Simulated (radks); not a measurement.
Species: Pt. Configuration: [Xe] 4f14 5d9 6s1.

Method: Dirac Kohn-Sham, BLYP, spin-unpolarised, spherical densities, point nucleus; open shells fill j = l - 1/2 first; computed with a radial shooting solver on a logarithmic mesh with Libxc functionals.

Energy parts (eV):
total: -501990.06
kinetic: 574596.27
electron-nucleus: -1262439.18
Hartree: 195600.64
exchange-correlation: -9747.79

Orbitals (lengths in bohr, moments of r in powers of bohr; r(90%) holds 90 % of the orbital's charge):
orbital  occ.  eigenvalue (eV)      <r>      <r^2>  r(90%)       <r^4>
1s1/2       2        -78322.07  0.01714  0.0004059  0.0313   4.515e-07
2s1/2       2        -13748.14  0.07168   0.006142   0.112  0.00006613
2p1/2       2        -13175.46  0.05906   0.004355  0.0984  0.00003943
2p3/2       4        -11445.72  0.06749   0.005546   0.110  0.00006032
3s1/2       2        -3228.658   0.1865    0.03993   0.274    0.002413
3p1/2       2        -2971.962   0.1768    0.03646   0.266    0.002110
3p3/2       4        -2591.739   0.1923    0.04292   0.288    0.002888
3d3/2       4        -2164.902   0.1676    0.03298   0.261    0.001924
3d5/2       6        -2082.961   0.1723    0.03474   0.267    0.002115
4s1/2       2        -693.3678   0.4149     0.1945   0.596     0.05478
4p1/2       2        -584.5403   0.4179     0.1989   0.607     0.05879
4p3/2       4        -493.9467   0.4518     0.2322   0.656     0.07997
4d3/2       4        -315.8868   0.4618     0.2468   0.690     0.09709
4d5/2       6        -299.0464   0.4730     0.2587   0.707      0.1067
5s1/2       2        -101.4669   0.9529      1.020    1.36       1.519
4f5/2       6         -71.5929   0.5127     0.3204   0.828      0.2159
4f7/2       8         -68.1389   0.5200     0.3298   0.840      0.2295
5p1/2       2         -66.7658    1.035      1.212    1.50       2.230
5p3/2       4         -51.7882    1.136      1.462    1.66       3.287
5d3/2       4          -6.8150    1.655      3.328    2.63       23.53
6s1/2       1          -5.6579    2.946      10.02    4.45       171.0
5d5/2       5          -5.4916    1.748      3.748    2.81       31.09

The highest occupied level is 5d5/2 at -5.492 eV. The density falls to 0.001 e/bohr^3 at r = 4.38 bohr.
